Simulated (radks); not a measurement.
The numbers below are computed, except where a source is named.
Q: The mean radii <r> (bohr) of the occupied orbitals of an atom or ion are listed with their occupations. Level of theory: scalar-relativistic Kohn-Sham, Slater X-alpha with alpha = 0.748, spin-unpolarised, spherical densities, finite nucleus; Fermi nuclear charge, rms radius of each element as measured or else 0.836 A^(1/3) + 0.57 fm (a radial shooting solver on a logarithmic mesh with Libxc functionals).

| orbital | occ. | <r> |
|---|---|---|
| 1s | 2 | 0.01867 |
| 2s | 2 | 0.07895 |
| 2p | 6 | 0.07052 |
| 3s | 2 | 0.2047 |
| 3p | 6 | 0.2047 |
| 3d | 10 | 0.1853 |
| 4s | 2 | 0.4583 |
| 4p | 6 | 0.4870 |
| 4d | 10 | 0.5218 |
| 5s | 2 | 1.096 |
| 5p | 6 | 1.287 |
| 4f | 14 | 0.6335 |
| 6s | 1 | 3.045 |
| 5d | 3 | 2.077 |

Name the element and its charge.

A: Z = 73, tantalum, charge +1: Ta+ in [Xe] 4f14 5d3 6s1. The 1s radius gives Z: for a bare nucleus <r> = (2 gamma + 1)/(2Z) with gamma = sqrt(1 - (Z/c)^2), 0.01844 bohr for Z = 73, and screening makes it slightly larger (0.01867 here). The occupations add up to 72, and the charge is Z minus that.
